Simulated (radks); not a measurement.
Task: Coherent X-ray form factor from a spherical all-electron density. Method: non-relativistic Kohn-Sham, LB94 model potential, spin-polarised, spherical densities, point nucleus; computed with a radial shooting solver on a logarithmic mesh with Libxc functionals.

sin(theta)/lambda (1/angstrom),f0 (electrons)
0.05,27.772
0.1,27.110
0.15,26.073
0.2,24.745
0.25,23.222
0.3,21.597
0.4,18.338
0.5,15.398
0.6,12.959
0.8,9.594
1,7.714
1.25,6.431
1.5,5.590
2,4.187

The species is in the configuration that NIST lists as its ground one. Which atom or ion scatters so?

Result: The gallium ion Ga3+, [Ar] 3d10. Extrapolating in s^2 from the first two rows gives f0(0) = 28.0, near the electron count 28; among species with that count, the fall with angle is slower the higher Z, and the table is that of Z = 31; from so few rows the species is fixed only to a neighbour or two.
